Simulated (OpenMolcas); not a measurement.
An atom or ion with 8 electrons was computed by SS-RASPT2, IPEA 0.25 Eh, imaginary shift 0.1 Eh with spin-orbit coupling (OpenMolcas, ANO-RCC-VTZP, DKH2). The lowest levels that the run gave, each within 12 % of the measured value where one is at hand:

```json
{"J": "2", "Parity": "even", "E (cm⁻¹)": "0.0", "g": "1.501"}
{"J": "1", "Parity": "even", "E (cm⁻¹)": "322", "g": "1.501"}
{"J": "0", "Parity": "even", "E (cm⁻¹)": "477", "g": ""}
{"J": "2", "Parity": "even", "E (cm⁻¹)": "21130", "g": "1.000"}
{"J": "0", "Parity": "even", "E (cm⁻¹)": "45280", "g": ""}
{"J": "2", "Parity": "odd", "E (cm⁻¹)": "165610", "g": "1.501"}
{"J": "1", "Parity": "odd", "E (cm⁻¹)": "165920", "g": "1.501"}
{"J": "0", "Parity": "odd", "E (cm⁻¹)": "166070", "g": ""}
{"J": "1", "Parity": "odd", "E (cm⁻¹)": "238220", "g": "1.000"}
```

Which ion is it, and what are the configurations and terms?

F+ (Z = 9, charge +1; active space 6 electrons in 9 orbitals (RAS2 2s 2p; RAS3 3d, at most 2 electrons)). J, parity and g give the terms where levels are pure, and mixed ones are named by the computed weights; the size of the splittings, set against known spectra of the 8-electron sequence, gives the charge. In order, with the measured energies in cm⁻¹ (NIST Handbook of Basic Atomic Spectroscopic Data): 2s² 2p⁴ ³P₂, 2s² 2p⁴ ³P₁ (341), 2s² 2p⁴ ³P₀ (490), 2s² 2p⁴ ¹D₂ (20873), 2s² 2p⁴ ¹S₀ (44918), 2s 2p⁵ ³P°₂ (164798), 2s 2p⁵ ³P°₁ (165107), 2s 2p⁵ ³P°₀ (165279), 2s 2p⁵ ¹P°₁.

Term energies are means over components that CASPT2 splits; among the terms shown or strongly mixed into the levels shown the widest spread is 15 cm-1 (2s² 2p⁴ ¹D). Active for correlation alone: 3d; no level in the range computed is led by a configuration that fills it, so any true level of that kind is missing. Measured partners are found by configuration, term and J. A level has none where our copy of the source lacks it or the pairing is in doubt (some pairs that miss far off the trend of their configuration count as doubtful), and it then counts in no deviation. Only configurations of the active space appear.

° marks odd parity.
